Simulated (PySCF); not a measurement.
Screening by computed properties: pick the candidate that meets the target.

All species are isolated and taken at one optimised geometry, non-relativistic unless stated; the electronic structure was computed with PySCF and density fitting.

The conformers computed, where there is a choice (atom-mapped SMILES and torsion angles):
- `[SiH3:1][CH2:2][O:3][SiH2:4][O:5][SiH2:6][Cl:7]`: Si1–C2–O3–Si4 178°, C2–O3–Si4–O5 178°, O3–Si4–O5–Si6 56°, Si4–O5–Si6–Cl7 77°
- `[SiH3:1][O:2][SiH2:3][O:4][SiH2:5][CH2:6][Cl:7]`: Si1–O2–Si3–O4 5°, O2–Si3–O4–Si5 -4°, Si3–O4–Si5–C6 62°, O4–Si5–C6–Cl7 178°
- `[OH:1][Si@@H:2]([CH2:3][Cl:4])[O:5][SiH2:6][SiH3:7]`: O1–Si2–C3–Cl4 -57°, O1–Si2–O5–Si6 16°, Si2–O5–Si6–Si7 29°, H–O1–Si2–C3 49°
- `[CH3:1][P@H:2](=[S:3])[CH2:4][CH2:5][C:6]#[N:7]`: C1–P2–C4–C5 -179°, P2–C4–C5–C6 65°
- `[CH3:1][O:2][Si@:3]([SiH3:4])([Cl:5])[O:6][SiH3:7]`: C1–O2–Si3–Si4 67°, O2–Si3–O6–Si7 60°
- `[CH3:1][PH2+:2][c:3]1[cH:4][cH:5][cH:6][cH:7][n:8]1`: C1–P2–C3–C4 -179°

(1) Wanted: static isotropic polarisability above 112 au (B3LYP/def2-SVPD) and HOMO–LUMO gap below 7.9 eV (B3LYP/def2-SVPD), at GFN2-xTB geometries. Which candidate meets both?
A. `O[Si@@H](CCl)O[SiH2][SiH3]`
B. `[SiH3]CO[SiH2]O[SiH2]Cl`
C. `CO[Si@]([SiH3])(Cl)O[SiH3]`
D. `C[PH2+]c1ccccn1`
E. `[SiH3]O[SiH2]O[SiH2]CCl`
F. `C[P@H](=S)CCC#N`

(2) Wanted: lowest singlet excitation below 6.6 eV (TDDFT B3LYP/def2-SVPD) and smallest rotational constant above 0.97 GHz (GFN2-xTB), at GFN2-xTB geometries. Which candidate meets both?
A. `[SiH3]O[SiH2]O[SiH2]CCl`
B. `C[P@H](=S)CCC#N`
C. `O(C)[Si@](O[SiH3])([SiH3])Cl`
D. `[SiH3]CO[SiH2]O[SiH2]Cl`
E. `C[PH2+]c1ccccn1`

(3) Wanted: HOMO energy above -7.9 eV (B3LYP/def2-SVPD) and dipole moment above 4 D (B3LYP/def2-SVPD), at GFN2-xTB geometries. Which candidate meets both?
A. `CO[Si@]([SiH3])(Cl)O[SiH3]`
B. `[SiH3]CO[SiH2]O[SiH2]Cl`
C. `[SiH3]O[SiH2]O[SiH2]CCl`
D. `C[P@H](=S)CCC#N`

(4) Wanted: lowest triplet excitation (Tamm–Dancoff) between 4.6 eV and 5.4 eV (TDA B3LYP/def2-SVPD) and electronic spatial extent ⟨r²⟩ about the centre of nuclear charge below 2000 bohr² (B3LYP/def2-SVPD), at GFN2-xTB geometries. Which candidate meets both?
A. `O[Si@@H](CCl)O[SiH2][SiH3]`
B. `[SiH3]O[SiH2]O[SiH2]CCl`
C. `[SiH3]CO[SiH2]O[SiH2]Cl`
D. `C[P@H](=S)CCC#N`
E. `CO[Si@]([SiH3])(Cl)O[SiH3]`
F. `C[PH2+]c1ccccn1`

Results:

(1) A. Computed values:
```
                   species  static isotropic polarisability  HOMO–LUMO gap
           C[PH2+]c1ccccn1                          92.1 au        5.96 eV
           C[P@H](=S)CCC#N                          97.5 au        6.39 eV
   [SiH3]O[SiH2]O[SiH2]CCl                         106.2 au        7.27 eV
   [SiH3]CO[SiH2]O[SiH2]Cl                         108.3 au        8.02 eV
CO[Si@]([SiH3])(Cl)O[SiH3]                         111.7 au        7.68 eV
O[Si@@H](CCl)O[SiH2][SiH3]                         113.2 au        6.98 eV
```

(2) B. Computed values:
```csv
species,lowest singlet excitation,smallest rotational constant
C[PH2+]c1ccccn1,4.64 eV,0.931 GHz
C[P@H](=S)CCC#N,5.54 eV,1.007 GHz
[SiH3]O[SiH2]O[SiH2]CCl,6.33 eV,0.472 GHz
O(C)[Si@](O[SiH3])([SiH3])Cl,6.81 eV,0.756 GHz
[SiH3]CO[SiH2]O[SiH2]Cl,7.00 eV,0.402 GHz
```

(3) D. Computed values:
```csv
species,HOMO energy,dipole moment
[SiH3]CO[SiH2]O[SiH2]Cl,-8.17 eV,2.04 D
CO[Si@]([SiH3])(Cl)O[SiH3],-8.01 eV,1.10 D
[SiH3]O[SiH2]O[SiH2]CCl,-7.84 eV,1.66 D
C[P@H](=S)CCC#N,-6.63 eV,5.34 D
```

(4) D. Computed values:
| species | lowest triplet excitation (Tamm–Dancoff) | electronic spatial extent ⟨r²⟩ about the centre of nuclear charge |
| --- | --- | --- |
| C[PH2+]c1ccccn1 | 4.11 eV | 1212 bohr² |
| C[P@H](=S)CCC#N | 5.18 eV | 1240 bohr² |
| O[Si@@H](CCl)O[SiH2][SiH3] | 5.67 eV | 2461 bohr² |
| [SiH3]O[SiH2]O[SiH2]CCl | 5.86 eV | 2258 bohr² |
| CO[Si@]([SiH3])(Cl)O[SiH3] | 6.15 eV | 1839 bohr² |
| [SiH3]CO[SiH2]O[SiH2]Cl | 6.76 eV | 2680 bohr² |
